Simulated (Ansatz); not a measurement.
Ansatz (an electronic-structure program) input (B3LYP-D3(BJ)/def2-TZVP):

Ansatz 0.2 input:
```yaml
crystal:
  periodic: [false, false, false]
  atoms:
    - {symbol: C, position_ang: [2.49855111, -0.12665571, 0.02270196]}
    - {symbol: C, position_ang: [1.09907572, -0.61661306, -0.18179739]}
    - {symbol: C, position_ang: [-0.02930026, 0.09412006, -0.21202849]}
    - {symbol: C, position_ang: [-0.11505672, 1.58420282, -0.04351778]}
    - {symbol: C, position_ang: [-1.36187686, -0.59296469, -0.41934501]}
    - {symbol: C, position_ang: [-2.25086440, -0.54685512, 0.77485100]}
    - {symbol: H, position_ang: [2.95123112, -0.60243532, 0.89790403]}
    - {symbol: H, position_ang: [3.12882261, -0.38650374, -0.83320204]}
    - {symbol: H, position_ang: [2.55740708, 0.95117868, 0.16305033]}
    - {symbol: H, position_ang: [1.00987147, -1.69119266, -0.32256351]}
    - {symbol: H, position_ang: [-0.54652198, 2.04330539, -0.93881761]}
    - {symbol: H, position_ang: [0.84956343, 2.05075980, 0.14161827]}
    - {symbol: H, position_ang: [-0.78144689, 1.83669425, 0.78571866]}
    - {symbol: H, position_ang: [-1.87958988, -0.14127663, -1.27444090]}
    - {symbol: H, position_ang: [-1.17559302, -1.63911734, -0.70621401]}
    - {symbol: H, position_ang: [-1.82964842, -0.62678506, 1.76827668]}
    - {symbol: H, position_ang: [-3.32726711, -0.56603313, 0.67348442]}
basis:
  gaussian:
    orbitals: def2-TZVP
hamiltonian:
  xc: b3lyp
  dispersion: d3bj
magnetization: {spin_polarized: true, initial_magnetization: 1}
phonons: {temperatures: {t_min: 298.15, t_max: 298.15, t_step: 100}}
```

Output:

```
Functional definition: B3LYP
integrals: 0.19 GiB planned
1564 factors; their error is unknown
0.34 GiB of the device are held for the grids
1.51 GiB of device memory are held for the factors and their scratch space
mean field: 1.78 GiB planned
mean field evaluation 1: about -6386.9603 eV, gradient 5.6e1 eV
mean field evaluation 2: about -6378.3639 eV, gradient 6.8e1 eV
mean field evaluation 4: about -6402.0751 eV, gradient 5.6e0 eV
mean field evaluation 8: about -6402.1846 eV, gradient 4.8e-1 eV
mean field evaluation 16: about -6402.1853 eV, gradient 4.5e-4 eV
mean field -6402.18533815 eV, -235.2759716200 hartree, gradient 1.9e-5 eV, S^2 0.754078; 0 other end points of the search recorded, 0 dependent functions left out
the calculation of the forces begins
reference -6402.18566382 eV, -235.2759835880 hartree; 24, 23 occupied and 228, 229 virtual orbitals, 1564 factors
these checks for a lower state are left out or cut short: stability, starts, cluster_reference, orbital_swaps, neighbouring_geometries, increment
integrals: 0.19 GiB planned
1564 factors; their error is unknown
0.34 GiB of the device are held for the grids
1.51 GiB of device memory are held for the factors and their scratch space
mean field: 1.78 GiB planned
mean field -6402.18525797 eV, -235.2759686734 hartree, gradient 2.9e-6 eV, S^2 0.754078; 0 other end points of the search recorded, 0 dependent functions left out
the calculation of the forces begins
reference -6402.18558353 eV, -235.2759806374 hartree; 24, 23 occupied and 228, 229 virtual orbitals, 1564 factors
these checks for a lower state are left out or cut short: stability, starts, cluster_reference, orbital_swaps, neighbouring_geometries, increment
integrals: 0.19 GiB planned
1564 factors; their error is unknown
0.34 GiB of the device are held for the grids
1.51 GiB of device memory are held for the factors and their scratch space
mean field: 1.77 GiB planned
mean field evaluation 32: about -6402.1844 eV, gradient 4.7e-1 eV
mean field -6402.18512459 eV, -235.2759637717 hartree, gradient 2.9e-6 eV, S^2 0.754078; 0 other end points of the search recorded, 0 dependent functions left out
the calculation of the forces begins
reference -6402.18545036 eV, -235.2759757437 hartree; 24, 23 occupied and 228, 229 virtual orbitals, 1564 factors
these checks for a lower state are left out or cut short: stability, starts, cluster_reference, orbital_swaps, neighbouring_geometries, increment
integrals: 0.19 GiB planned
1564 factors; their error is unknown
0.34 GiB of the device are held for the grids
1.51 GiB of device memory are held for the factors and their scratch space
mean field: 1.78 GiB planned
mean field -6402.18514702 eV, -235.2759645961 hartree, gradient 2.9e-6 eV, S^2 0.754078; 0 other end points of the search recorded, 0 dependent functions left out
the calculation of the forces begins
reference -6402.18547272 eV, -235.2759765651 hartree; 24, 23 occupied and 228, 229 virtual orbitals, 1564 factors
these checks for a lower state are left out or cut short: stability, starts, cluster_reference, orbital_swaps, neighbouring_geometries, increment
integrals: 0.19 GiB planned
1564 factors; their error is unknown
0.34 GiB of the device are held for the grids
1.51 GiB of device memory are held for the factors and their scratch space
mean field: 1.78 GiB planned
mean field -6402.18518135 eV, -235.2759658577 hartree, gradient 2.9e-6 eV, S^2 0.754078; 0 other end points of the search recorded, 0 dependent functions left out
[...]
these checks for a lower state are left out or cut short: stability, starts, cluster_reference, orbital_swaps, neighbouring_geometries, increment
integrals: 0.19 GiB planned
1564 factors; their error is unknown
0.34 GiB of the device are held for the grids
1.51 GiB of device memory are held for the factors and their scratch space
mean field: 1.78 GiB planned
mean field evaluation 672: about -6402.1853 eV, gradient 2.2e-6 eV
mean field -6402.18532161 eV, -235.2759710121 hartree, gradient 2.9e-6 eV, S^2 0.754079; 0 other end points of the search recorded, 0 dependent functions left out
the calculation of the forces begins
reference -6402.18564728 eV, -235.2759829801 hartree; 24, 23 occupied and 228, 229 virtual orbitals, 1564 factors
these checks for a lower state are left out or cut short: stability, starts, cluster_reference, orbital_swaps, neighbouring_geometries, increment
integrals: 0.19 GiB planned
1564 factors; their error is unknown
0.34 GiB of the device are held for the grids
1.51 GiB of device memory are held for the factors and their scratch space
mean field: 1.78 GiB planned
mean field -6402.18535093 eV, -235.2759720896 hartree, gradient 2.9e-6 eV, S^2 0.754077; 0 other end points of the search recorded, 0 dependent functions left out
the calculation of the forces begins
reference -6402.18567660 eV, -235.2759840576 hartree; 24, 23 occupied and 228, 229 virtual orbitals, 1564 factors
these checks for a lower state are left out or cut short: stability, starts, cluster_reference, orbital_swaps, neighbouring_geometries, increment
integrals: 0.19 GiB planned
1564 factors; their error is unknown
0.34 GiB of the device are held for the grids
1.51 GiB of device memory are held for the factors and their scratch space
mean field: 1.78 GiB planned
mean field -6402.18528099 eV, -235.2759695192 hartree, gradient 2.9e-6 eV, S^2 0.754086; 0 other end points of the search recorded, 0 dependent functions left out
the calculation of the forces begins
reference -6402.18560670 eV, -235.2759814890 hartree; 24, 23 occupied and 228, 229 virtual orbitals, 1564 factors
these checks for a lower state are left out or cut short: stability, starts, cluster_reference, orbital_swaps, neighbouring_geometries, increment
integrals: 0.19 GiB planned
1564 factors; their error is unknown
0.34 GiB of the device are held for the grids
1.51 GiB of device memory are held for the factors and their scratch space
mean field: 1.78 GiB planned
mean field -6402.18520686 eV, -235.2759667952 hartree, gradient 2.9e-6 eV, S^2 0.754070; 0 other end points of the search recorded, 0 dependent functions left out
the calculation of the forces begins
reference -6402.18553248 eV, -235.2759787614 hartree; 24, 23 occupied and 228, 229 virtual orbitals, 1564 factors
these checks for a lower state are left out or cut short: stability, starts, cluster_reference, orbital_swaps, neighbouring_geometries, increment
integrals: 0.19 GiB planned
1564 factors; their error is unknown
0.34 GiB of the device are held for the grids
1.51 GiB of device memory are held for the factors and their scratch space
mean field: 1.78 GiB planned
mean field -6402.18519801 eV, -235.2759664698 hartree, gradient 2.9e-6 eV, S^2 0.754070; 0 other end points of the search recorded, 0 dependent functions left out
the calculation of the forces begins
reference -6402.18552362 eV, -235.2759784357 hartree; 24, 23 occupied and 228, 229 virtual orbitals, 1564 factors
these checks for a lower state are left out or cut short: stability, starts, cluster_reference, orbital_swaps, neighbouring_geometries, increment
integrals: 0.19 GiB planned
1564 factors; their error is unknown
0.34 GiB of the device are held for the grids
1.51 GiB of device memory are held for the factors and their scratch space
mean field: 1.78 GiB planned
mean field evaluation 704: about -6402.1846 eV, gradient 4.7e-1 eV
mean field -6402.18526138 eV, -235.2759687988 hartree, gradient 2.9e-6 eV, S^2 0.754086; 0 other end points of the search recorded, 0 dependent functions left out
the calculation of the forces begins
reference -6402.18558711 eV, -235.2759807689 hartree; 24, 23 occupied and 228, 229 virtual orbitals, 1564 factors
these checks for a lower state are left out or cut short: stability, starts, cluster_reference, orbital_swaps, neighbouring_geometries, increment
integrals: 0.19 GiB planned
1564 factors; their error is unknown
0.34 GiB of the device are held for the grids
1.51 GiB of device memory are held for the factors and their scratch space
mean field: 1.78 GiB planned
mean field -6402.18533010 eV, -235.2759713243 hartree, gradient 2.9e-6 eV, S^2 0.754079; 0 other end points of the search recorded, 0 dependent functions left out
the calculation of the forces begins
reference -6402.18565576 eV, -235.2759832920 hartree; 24, 23 occupied and 228, 229 virtual orbitals, 1564 factors
these checks for a lower state are left out or cut short: stability, starts, cluster_reference, orbital_swaps, neighbouring_geometries, increment
integrals: 0.19 GiB planned
1564 factors; their error is unknown
0.34 GiB of the device are held for the grids
1.51 GiB of device memory are held for the factors and their scratch space
mean field: 1.78 GiB planned
mean field -6402.18534401 eV, -235.2759718354 hartree, gradient 2.9e-6 eV, S^2 0.754077; 0 other end points of the search recorded, 0 dependent functions left out
the calculation of the forces begins
reference -6402.18566969 eV, -235.2759838036 hartree; 24, 23 occupied and 228, 229 virtual orbitals, 1564 factors
these checks for a lower state are left out or cut short: stability, starts, cluster_reference, orbital_swaps, neighbouring_geometries, increment
integrals: 0.19 GiB planned
1564 factors; their error is unknown
0.34 GiB of the device are held for the grids
1.51 GiB of device memory are held for the factors and their scratch space
mean field: 1.78 GiB planned
mean field -6402.18533321 eV, -235.2759714383 hartree, gradient 2.9e-6 eV, S^2 0.754077; 0 other end points of the search recorded, 0 dependent functions left out
the calculation of the forces begins
reference -6402.18565887 eV, -235.2759834062 hartree; 24, 23 occupied and 228, 229 virtual orbitals, 1564 factors
these checks for a lower state are left out or cut short: stability, starts, cluster_reference, orbital_swaps, neighbouring_geometries, increment
integrals: 0.19 GiB planned
1564 factors; their error is unknown
0.34 GiB of the device are held for the grids
1.51 GiB of device memory are held for the factors and their scratch space
mean field: 1.78 GiB planned
mean field evaluation 736: about -6402.1853 eV, gradient 2.9e-6 eV
mean field -6402.18531060 eV, -235.2759706076 hartree, gradient 2.9e-6 eV, S^2 0.754079; 0 other end points of the search recorded, 0 dependent functions left out
the calculation of the forces begins
reference -6402.18563627 eV, -235.2759825757 hartree; 24, 23 occupied and 228, 229 virtual orbitals, 1564 factors
Total energy: -6402.80097304 eV, -235.2985957847 hartree
Atom 0 at     2.498551    -0.126656     0.022702 Å, force     0.000255     0.000047    -0.000059 eV/Å
Atom 1 at     1.099076    -0.616613    -0.181797 Å, force     0.000071    -0.000023     0.000396 eV/Å
Atom 2 at    -0.029300     0.094120    -0.212028 Å, force    -0.001052     0.000355     0.000413 eV/Å
Atom 3 at    -0.115057     1.584203    -0.043518 Å, force    -0.000204    -0.000773     0.000221 eV/Å
Atom 4 at    -1.361877    -0.592965    -0.419345 Å, force    -0.000034     0.000162    -0.001081 eV/Å
Atom 5 at    -2.250864    -0.546855     0.774851 Å, force     0.000624     0.000290     0.000419 eV/Å
Atom 6 at     2.951231    -0.602435     0.897904 Å, force     0.000115     0.000015     0.000051 eV/Å
Atom 7 at     3.128823    -0.386504    -0.833202 Å, force    -0.000197    -0.000058    -0.000034 eV/Å
Atom 8 at     2.557407     0.951179     0.163050 Å, force    -0.000117     0.000114     0.000022 eV/Å
Atom 9 at     1.009871    -1.691193    -0.322564 Å, force     0.000293    -0.000367    -0.000318 eV/Å
Atom 10 at    -0.546522     2.043305    -0.938818 Å, force     0.000060     0.000111     0.000113 eV/Å
Atom 11 at     0.849563     2.050760     0.141618 Å, force     0.000047    -0.000203    -0.000084 eV/Å
Atom 12 at    -0.781447     1.836694     0.785719 Å, force     0.000018     0.000580    -0.000042 eV/Å
Atom 13 at    -1.879590    -0.141277    -1.274441 Å, force     0.000217    -0.000683     0.000108 eV/Å
Atom 14 at    -1.175593    -1.639117    -0.706214 Å, force    -0.000196     0.000454     0.000074 eV/Å
Atom 15 at    -1.829648    -0.626785     1.768277 Å, force     0.000107    -0.000106     0.000037 eV/Å
Atom 16 at    -3.327267    -0.566033     0.673484 Å, force    -0.000007     0.000084    -0.000237 eV/Å
Dipole moment:     0.028563     0.018520    -0.034544 e Å
Vibrations: 78.66 114.09 123.22 132.85 196.33 298.03 318.59 386.80 488.29 498.27 573.44 753.26 842.44 855.32 951.04 1018.25 1027.76 1058.92 1066.91 1099.87 1118.58 1197.58 1234.43 1343.53 1381.10 1417.99 1420.79 1457.10 1461.17 1481.57 1485.53 1486.83 1497.25 1737.31 2944.71 3003.75 3018.19 3020.45 3053.12 3058.50 3107.61 3123.15 3133.14 3140.49 3242.89 cm⁻¹, zero-point energy 4.057326 eV
```

It need not be the lowest isomer of its formula.
